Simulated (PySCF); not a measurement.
Which determinant of BPd lies lowest?

Unrestricted PBE0; PySCF, scalar-relativistic core potentials, basis sets B def2-TZVPP, Pd def2-TZVPP with ECP28. Outer shells of the fragments: B 2s2 2p1; Pd 4d10.

Followed along the bond (rough minima from three points):

| 2Ms+1 | unpaired | ⟨S²⟩ at the start | R at minimum (Å) | Te (eV) |
| --- | --- | --- | --- | --- |
| 2 | σ ↑ | 0.77 | 1.77 | 0.00 |
| 2 | π ↑ | 0.79 | 1.81 | 1.28 |
| 4 | σ ↑↑, π ↑ | 3.76 | 1.94 | 2.69 |

Solutions found at the starting distance of 2.000 Å, counted from the lowest of them; the search is not exhaustive and high or unbound solutions are not listed, so other states can lie among these:

| 2Ms+1 | unpaired | term | E (eV) | ⟨S²⟩ | ⟨Lz²⟩ | μ (D) |
| --- | --- | --- | --- | --- | --- | --- |
| 2 | σ ↑ | ²Σ⁺ | 0.00 | 0.77 | 0.00 | 1.50 |
| 2 | π ↑ | ²Π | 1.12 | 0.79 | 1.01 | 2.78 |
| 2 | δ ↑ | ²Δ | 2.03 | 0.76 | 4.01 | 1.53 |
| 4 | σ ↑↑, π ↑ | mixed | 2.30 | 3.76 | 1.24 | 1.98 |
| 4 | σ ↑, π ↑, δ ↑ | mixed | 2.53 | 3.77 | 5.01 | 2.48 |
| 4 | σ ↑, π ↑, δ ↑ | mixed | 2.56 | 3.77 | 4.55 | 2.45 |
| 2 | σ ↑, π ↑, δ ↓ | mixed | 2.71 | 1.77 | 5.01 | 2.45 |
| 2 | π ↑ | ²Π | 2.76 | 0.76 | 1.01 | 1.61 |
| 4 | σ ↑, π ↑↑ | mixed | 2.99 | 3.76 | 2.01 | 2.56 |
| 4 | σ ↑, π ↑↑ | mixed | 3.21 | 3.76 | 2.01 | 2.55 |

A term symbol is given only where ⟨S²⟩ and ⟨Lz²⟩ are close to those of a pure state; real π, δ and φ orbitals otherwise mix terms. A positive dipole means B(−)Pd(+).

Question: Compare the gap between the two lowest followed solutions at the starting distance with the gap between their minima.

Answer: At PBE0 the second solution (doublet, unpaired electrons π ↑) lies +1.12 eV from the first (doublet, unpaired electrons σ ↑) at 2.000 Å and +1.28 eV at the minima; the two curves relax by different amounts, since their minima lie near 1.81 and 1.77 Å.

Spin–orbit coupling is left out. Counting both spins, an empty level lies below a filled one in some of these solutions, because spin and occupation are held. With d or f electrons several states lie close, and the lowest PBE0 determinant need not be the measured ground state.
